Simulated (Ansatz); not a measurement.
Ideal-gas functions of F₂H₃Si₂ (`F[SiH][SiH2]F`) radical at 400 K and 1 bar, from an Ansatz frequency run at PBE0-D4/def2-TZVP.

Molar mass 97.19 g/mol, point group C1 (symmetry number 1), electronic degeneracy 2, moments of inertia 39.637, 252.651, 282.075 u Å². Harmonic wavenumbers (cm⁻¹, unscaled): 35, 121, 216, 387, 437, 609, 715, 768, 836, 863, 894, 948, 2183, 2215, 2239.

Use S(trans) = R[1.5 ln M + 2.5 ln T − 1.1517]; rotational temperatures θ = 24.2544 K / I; S(rot) = R[ln(√π/σ · √(T³/θAθBθC)) + 1.5]; for each mode x = 1.438777 ν̃/T, S = R[x/(eˣ − 1) − ln(1 − e⁻ˣ)] and H = RT x/(eˣ − 1); 1 cm⁻¹ = 0.0119627 kJ/mol; R = 8.31446 J/(mol·K).

By hand: the entropy, in J/(mol·K).

Translation 172.0. Rotation: θ = 0.6119, 0.096, 0.086 K, giving 113.9. Vibration, mode by mode: 25.55, 15.30, 10.62, 6.20, 5.36, 3.28, 2.43, 2.09, 1.72, 1.59, 1.46, 1.25, 0.03, 0.03, 0.02, in all 76.9. Electronic 5.8. Sum 368.6 J/(mol·K).

By hand: H − E and G − E in kJ/mol, counted from the electronic energy.

Zero-point energy ½ × 13466 × 0.0119627 = 80.5; thermal vibration 15.0; translation, rotation and pV give 4 RT = 13.3. H − E = 108.8 kJ/mol, and G − E = 108.8 − 400 × 368.6/1000 = -38.6 kJ/mol.

Vibration gives 21 % of the entropy, 40.8 J/(mol·K) of it from the modes under 150 cm⁻¹: soft modes count most, and the harmonic formula is weakest for them. The sum counts one conformer and one mirror image; others add a mixing term.
